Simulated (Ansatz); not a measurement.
Reaction (redistribution): `CO[Si](F)(F)S` + `COBF` → `F[SiH](F)S` + `COB(F)OC`

Calculated with Ansatz (gas phase, PBE0-D4/def2-TZVP geometries, no zero-point term in ΔE). CCSD(T)/CBS is the MP2 limit (def2-TZVPP, def2-QZVPP) plus CCSD(T) − MP2 in def2-TZVPP, frozen cores. DFT in def2-TZVPP. One conformer a species, not always the lowest.

Problem. Is it downhill or uphill in electronic energy at CCSD(T)/CBS, and by how much? (Estimate.)

Solution. Computed: Downhill: ΔE = -5.9 kJ/mol.

Problem. What do these levels give: PBE-QIDH, revPBE, CAM-B3LYP, LC-ωPBE, SCS-MP2/def2-TZVPP, CCSD/def2-TZVPP? (Best estimate.)

Solution. Computed: PBE-QIDH -8.9, revPBE -11.2, CAM-B3LYP -9.3, LC-ωPBE -8.7, SCS-MP2/def2-TZVPP -5.6, CCSD/def2-TZVPP -7.9 kJ/mol.

Largest T1 diagnostic among the species: 0.013.

Leaving LDA and LC-ωPBE aside and taking each functional with its dispersion term where it has one, the values, not all of them listed here, spread over 4.4 kJ/mol, from PBE-D4 to BHLYP-D4. LDA lies −4.5 kJ/mol from PBE without D4. At CCSD(T), def2-SVP lies −27.7 kJ/mol from the extrapolated value and def2-TZVPP −1.8 kJ/mol.
